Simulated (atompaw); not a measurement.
## LDA (PW92) PAW (atompaw) dataset for hafnium (Hf), scalar-relativistic all-electron reference.

The input file (atompaw 4.2.0.5):

```
Hf 72
LDA-PW scalarrelativistic loggrid 2001 logderivrange -5 5 251
6 6 5 4 0 0
6 1 0
5 2 2
0 0 0
c
c
c
c
c
v
c
c
c
v
v
c
c
v
c
2
2.85 2.80 2.85 1.80
y
2.1
n
n
y
0.7
n
custom polynom2 7 10 vanderbiltortho besselshape
3 0 troulliermartins
2.75
2.85
2.35
2.85
1.90
1.90
PWSCFOUT
UPFDX 0.0125d0 UPFXMIN -7.d0 UPFZMESH 72.d0
END
```

Command:

```bash
atompaw < Hf.input > Hf.log
```

The program printed (summary file):

```
Completed calculations for Hf (AE)

 Exchange-correlation type: LDA, Perdew-Wang correlation

 Radial integration grid is logarithmic
 r0 =   9.4764859E-05 h =   6.8230699E-03   n =      2001 rmax =   8.0000000E+01

 Scalar relativistic calculation

 AEatom converged in  54 iterations
   nz     =  72.00
   delta  =       9.464163911492E-17

 All Electron Orbital energies:
  n  l      occupancy      energy
  1  0      2.0000000E+00 -4.7944776E+03
  2  0      2.0000000E+00 -8.2003002E+02
  3  0      2.0000000E+00 -1.8680505E+02
  4  0      2.0000000E+00 -3.7585164E+01
  5  0      2.0000000E+00 -4.9372531E+00
  6  0      2.0000000E+00 -3.8671065E-01
  2  1      6.0000000E+00 -7.2030728E+02
  3  1      6.0000000E+00 -1.5701847E+02
  4  1      6.0000000E+00 -2.7808553E+01
  5  1      6.0000000E+00 -2.6250219E+00
  6  1      0.0000000E+00 -1.0767868E-01
  3  2      1.0000000E+01 -1.2170398E+02
  4  2      1.0000000E+01 -1.5174915E+01
  5  2      2.0000000E+00 -2.1095185E-01
  4  3      1.4000000E+01 -1.2519629E+00

 Total energy
   Total                    :   -30138.40100440101378

 ---
 Completed calculations for Hf (SC)

 Exchange-correlation type: LDA, Perdew-Wang correlation

 Radial integration grid is logarithmic
 r0 =   9.4764859E-05 h =   6.8230699E-03   n =      2001 rmax =   8.0000000E+01

 Scalar relativistic calculation

 SCatom converged in   1 iterations
   nz     =  72.00
   delta  =       6.917834799644E-17

 Valence Electron Orbital energies:
  n  l      occupancy      energy
   6  0      2.0000000E+00 -3.8671065E-01
   5  1      6.0000000E+00 -2.6250219E+00
   6  1      0.0000000E+00 -1.0767868E-01
   5  2      2.0000000E+00 -2.1095185E-01

 Total energy
   Total                    :   -30138.40100440271635
   Valence                  :     -645.91822273774210

 PAW parameters:
       lmax =            2
         rc =    2.8643362375045638
        irc =         1513
   rc_shape =    2.8062996073367499
    rc_vloc =    2.8643362375045638
    rc_core =    1.8010113365029581
   Vloc: Norm-conserving Troullier-Martins with l= 3;e=   0.0000E+00
   Projector type: improved polynomial pseudization + Vanderbilt ortho.
   Bessel compensation charge shape zeroed at   2.8063E+00

 Number of basis functions     6
 No.   n  nodes  l      Energy         Cp coeff         Occ
  1    6    5    0   -0.3867107E+00  0.1895239E+02  0.2000000E+01
  2  999    6    0    0.2100000E+01  0.1474164E+00  0.0000000E+00
  3    5    3    1   -0.2625022E+01  0.3679871E+01  0.6000000E+01
  4    6    4    1   -0.1076787E+00 -0.7120139E+01  0.0000000E+00
  5    5    2    2   -0.2109518E+00 -0.4513326E+02  0.2000000E+01
  6  999    3    2    0.7000000E+00 -0.1294958E+01  0.0000000E+00

 Eigenvalues of overlap operator (in the basis of projectors):
    1        4.29047095E-02
    2        1.04210384E+00
    3        1.23143086E+00
    4        2.52577933E+01
    5        4.86441765E+01
    6        1.27189677E+04

 Orbital leakage outside PAW augmentation regions
   orb  is_core?  %out_of_sphere
   1 0    T           0.00
   2 0    T           0.00
   3 0    T           0.00
   4 0    T           0.00
   5 0    T           0.08
   6 0    F          64.32
   2 1    T           0.00
   3 1    T           0.00
   4 1    T           0.00
   5 1    F           0.81
   6 1    F          90.04
   3 2    T          -0.00
   4 2    T           0.00
   5 2    F          30.07
   4 3    T           0.09

 Summary of PAW energies
   Total valence energy     :   -645.91822367451323
   Smooth energy            :      2.86000366569278
   One center               :   -648.77822734020606
   Smooth kinetic           :     10.59201476226370
   Vloc energy              :     -4.77907816452787
   Smooth exch-corr         :     -7.62728640097837
   One-center xc            :   -589.50484325273590
```

The run took about 74 s on one core of a shared server CPU.
